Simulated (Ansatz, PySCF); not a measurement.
C2H7NSi2, SMILES [Si@H]1(C=C[SiH2]1)N. Atoms are numbered in the order given.

```xyz
12

N      2.2166    -0.6689     0.1672
Si     0.8114     0.1383    -0.4199
C     -0.1339     1.4068     0.6254
C     -1.4013     0.9259     0.6843
Si    -1.3404    -0.7629    -0.1657
H      2.2221    -1.1719     1.0457
H      3.1468    -0.3931    -0.1219
H      1.2084     0.6920    -1.7519
H      0.1618     2.3636     1.0795
H     -2.2300     1.4688     1.1591
H     -2.2901    -0.9775    -1.3055
H     -1.5209    -1.9122     0.7805
```
Charge 0, spin multiplicity 1.

Geometry: PBE0-D3(BJ)/def2-SVP. The structure was generated by enumeration; whether it is a known compound was not checked. The values are those of a single conformer.

Two levels are set side by side: PBE-D3(BJ)/def2-SVP (Ansatz, a quantum-chemistry and plane-wave program) and PBE0-D3(BJ)/def2-SVP (Ansatz). Each level has its own optimised geometry; the coordinates shown are those of the second. Frequencies come from the Hessian of PySCF at each geometry. Differences are taken from unrounded values.

| quantity | PBE0-D3(BJ) |
|---|---|
| mean bond length (Å) | 1.494 |
| bond N1–Si2 (Å) | 1.724 |
| bond Si2–C3 (Å) | 1.896 |
| bond Si2–Si5 (Å) | 2.347 |
| bond C3–C4 (Å) | 1.357 |
| bond C4–Si5 (Å) | 1.892 |
| bond N1–H6 (Å) | 1.012 |
| bond N1–H7 (Å) | 1.012 |
| bond Si2–H8 (Å) | 1.496 |
| bond C3–H9 (Å) | 1.100 |
| bond C4–H10 (Å) | 1.099 |
| bond Si5–H11 (Å) | 1.499 |
| bond Si5–H12 (Å) | 1.500 |
| highest harmonic wavenumber (cm⁻¹) | 3730 |
| mean harmonic wavenumber (cm⁻¹) | 1230 |
| zero-point energy (kcal/mol) | 52.74 |

Task: What does PBE-D3(BJ) give, and how far is it from PBE0-D3(BJ)? (Estimate from the structure and the level; the computed values follow.)

Result: 
| quantity | PBE-D3(BJ) | PBE-D3(BJ) minus PBE0-D3(BJ) |
|---|---|---|
| mean bond length (Å) | 1.505 | 0.011 |
| bond N1–Si2 (Å) | 1.740 | 0.016 |
| bond Si2–C3 (Å) | 1.909 | 0.013 |
| bond Si2–Si5 (Å) | 2.360 | 0.013 |
| bond C3–C4 (Å) | 1.367 | 0.010 |
| bond C4–Si5 (Å) | 1.902 | 0.011 |
| bond N1–H6 (Å) | 1.022 | 0.010 |
| bond N1–H7 (Å) | 1.022 | 0.010 |
| bond Si2–H8 (Å) | 1.507 | 0.011 |
| bond C3–H9 (Å) | 1.108 | 0.008 |
| bond C4–H10 (Å) | 1.107 | 0.008 |
| bond Si5–H11 (Å) | 1.510 | 0.011 |
| bond Si5–H12 (Å) | 1.511 | 0.011 |
| highest harmonic wavenumber (cm⁻¹) | 3598 | -132 |
| mean harmonic wavenumber (cm⁻¹) | 1188 | -42 |
| zero-point energy (kcal/mol) | 50.96 | -1.78 |

Exact exchange shortens and stiffens bonds; PBE has none. Differences between two approximate levels are no errors against the true value.
